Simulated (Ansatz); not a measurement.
Reaction (ligand exchange at the Si–Te bond): `C=N[SiH2][TeH]` + H₂S → `C=N[SiH2]S` + H₂Te

Program: Ansatz. Geometries: PBE0-D4/def2-TZVP. ΔE: electronic, gas phase. CCSD(T)/CBS is the MP2 limit (def2-TZVPP, def2-QZVPP) plus CCSD(T) − MP2 in def2-TZVPP, frozen cores. This one scheme is used for every species. DFT in def2-TZVPP. Elements past krypton have def2 core potentials. For Te outer-core shells are correlated without core-valence functions, which leaves a few kJ/mol of doubt a bond. One conformer a species, not always the lowest.

`C=N[SiH2][TeH]`:

Z-matrix (Å, degrees):
```
Si
N 1 1.736
Te 1 2.508 2 116.0
H 1 1.482 2 107.6 3 117.9
H 1 1.481 2 107.2 3 -122.5
C 2 1.256 1 127.0 3 0.2
H 3 1.658 1 91.3 2 -78.1
H 6 1.101 2 123.7 1 -0.0
H 6 1.096 2 120.0 1 -179.9
```

H₂S:

```xyz
3

S     0.458    0.414    0.049
H     0.269   -0.824    0.530
H    -0.727    0.409   -0.579
```

`C=N[SiH2]S`:

Cartesian coordinates in Å:
```
C -0.091 -1.375 1.160
N 0.145 -0.905 0.018
Si 0.380 0.786 -0.315
S -1.171 1.501 -1.585
H -0.170 -0.769 2.076
H -0.234 -2.454 1.295
H 1.709 0.908 -0.958
H 0.295 1.643 0.902
H -0.863 0.665 -2.592
```

H₂Te:

```xyz
3

Te    0.674   -0.388    0.010
H    -0.234    0.404    1.147
H    -0.440   -0.015   -1.157
```

```csv
level,ΔE (kJ/mol)
PBE-D4,12.7
r2SCAN-D4,8.3
PBE0-D4,11.3
ωB97M-V,5.9
B2PLYP,6.7
HF/def2-QZVPP,-0.1
SCS-MP2/def2-QZVPP,10.0
HF/CBS(def2),-0.1
```

(1) What does CCSD(T)/CBS give? (Estimate.)

Largest T1 diagnostic among the species: 0.013.

Results:

(1) Ansatz gave: +11.8 kJ/mol. The listed levels differ from it by 0.9, -3.5, -0.5, -5.9, -5.1, -11.9, -1.8, -11.9 kJ/mol.

The D4 term adds +4.2 kJ/mol with B3LYP and +2.3 kJ/mol with PBE0; it sums over pairs of atoms, weighted by their polarisabilities, and B3LYP, whose exchange is more repulsive, gets the larger term. In def2-TZVPP, CCSD(T) changes the Hartree–Fock value by +6.9 kJ/mol (the triples alone add +1.5 kJ/mol) and MP2 by +11.2 kJ/mol.

B3LYP here is the variant with VWN-RPA as its local correlation; programs differ in this.
